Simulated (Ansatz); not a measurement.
`CO[SiH](F)S`. Total charge 0; spin multiplicity 1.

Cartesian coordinates in Å:
```
C 1.212 -0.779 0.784
O 0.005 -0.051 0.655
Si -0.779 0.183 -0.746
F 0.271 0.748 -1.808
S -2.365 1.530 -0.408
H 1.506 -0.756 1.834
H 1.080 -1.822 0.480
H 2.009 -0.332 0.183
H -1.331 -1.057 -1.331
H -1.608 2.336 0.358
```

Problem. List the harmonic frequencies (cm⁻¹, unscaled) at PBE0-D4/def2-TZVP in Ansatz. (Estimate.)

Solution. Computed: 71, 78, 111, 155, 223, 284, 367, 530, 694, 777, 839, 881, 907, 1146, 1181, 1215, 1482, 1496, 1499, 2267, 2707, 3031, 3101, 3137.

Problem. Is this a minimum?

Solution. Yes, all 24 modes are real.

Problem. Give the ideal-gas thermochemistry at 298.15 K and 1 bar (rigid rotor, harmonic oscillator; point group C1, symmetry number 1).

Solution. Zero-point energy 168.5 kJ/mol; H(298) − E = 191.3 kJ/mol; entropy 366.8 J/(mol·K), of which translation 167.7, rotation 114.4, vibration 84.7; G(298) − E = 81.9 kJ/mol. Modes under 100 cm⁻¹ are hindered rotations or soft bends, so the harmonic entropy is rough.
